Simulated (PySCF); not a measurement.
**Electron correlation in Mo²⁺ (molybdenum, charge +2)**

[Kr] 4d4, high-spin 5D determinant. Computed with PySCF 2.14 in ANO-RCC-VTZP, with the spin-free X2C one-electron Hamiltonian (Gaussian nucleus). Frozen: [Ar] 3d10; 12 electrons correlated.

| level | correlation energy (mhartree) |
| --- | --- |
| CCSD | -329.30 |
| (T) | -7.24 |
| CCSD(T) | -336.54 |

Diagnostics: T1 = 0.0034, D1 = 0.0075, largest double amplitude 0.024.

Cost of the coupled-cluster step: about 6 core-seconds, for 12 correlated electrons.

Iterations:

```
CC2 = 0
CCSD nocc = (np.int64(8), np.int64(4)), nmo = (54, 54)
frozen orbitals [[0, 1, 2, 3, 4, 5, 6, 7, 8, 9, 10, 11, 12, 13], [0, 1, 2, 3, 4, 5, 6, 7, 8, 9, 10, 11, 12, 13]]
max_cycle = 100
direct = 0
conv_tol = 1e-08
conv_tol_normt = 1e-06
diis_space = 8
diis_start_cycle = 0
Init t2, MP2 energy = -0.31376185587078
Init E_corr(UCCSD) = -0.313761855870853
cycle = 1  E_corr(UCCSD) = -0.325458086690198  dE = -0.0116962308  norm(t1,t2) = 0.0256201
cycle = 2  E_corr(UCCSD) = -0.328616760740244  dE = -0.00315867405  norm(t1,t2) = 0.00575526
cycle = 3  E_corr(UCCSD) = -0.329312530062906  dE = -0.000695769323  norm(t1,t2) = 0.00187992
cycle = 4  E_corr(UCCSD) = -0.329319595500786  dE = -7.06543788e-06  norm(t1,t2) = 0.00059755
cycle = 5  E_corr(UCCSD) = -0.329292501666253  dE = 2.70938345e-05  norm(t1,t2) = 0.000390916
cycle = 6  E_corr(UCCSD) = -0.329303931863614  dE = -1.14301974e-05  norm(t1,t2) = 0.000139168
cycle = 7  E_corr(UCCSD) = -0.329304983579284  dE = -1.05171567e-06  norm(t1,t2) = 2.0141e-05
cycle = 8  E_corr(UCCSD) = -0.329304393666424  dE = 5.89912859e-07  norm(t1,t2) = 4.55828e-06
cycle = 9  E_corr(UCCSD) = -0.329304461779306  dE = -6.81128819e-08  norm(t1,t2) = 9.88448e-07
cycle = 10  E_corr(UCCSD) = -0.329304466784485  dE = -5.00517883e-09  norm(t1,t2) = 1.79002e-07
UCCSD converged
E(UCCSD) = -4045.621809699937  E_corr = -0.3293044667844852
UCCSD(T) correction = -0.00724122247567559
```
